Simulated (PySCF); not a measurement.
Si(H)(Me)2(OH) (C2H8OSi), SMILES C[SiH](C)O.

The structure is a stationary point at B3LYP-D3(BJ)/def2-SVP. Other conformers were not sampled.

Computed with SMD-ωB97X/def2-SVP (PySCF).

Solvation free energies are E(SMD) − E(gas) at the gas-phase geometry, for 1 M in both phases. In vacuum the dipole moment is 1.97 D.

### Question
Rank water, methanol, dichloromethane by solvation free energy, most negative first.

### Answer
methanol (-5.4 kcal/mol), dichloromethane (-4.1 kcal/mol), water (-2.8 kcal/mol)
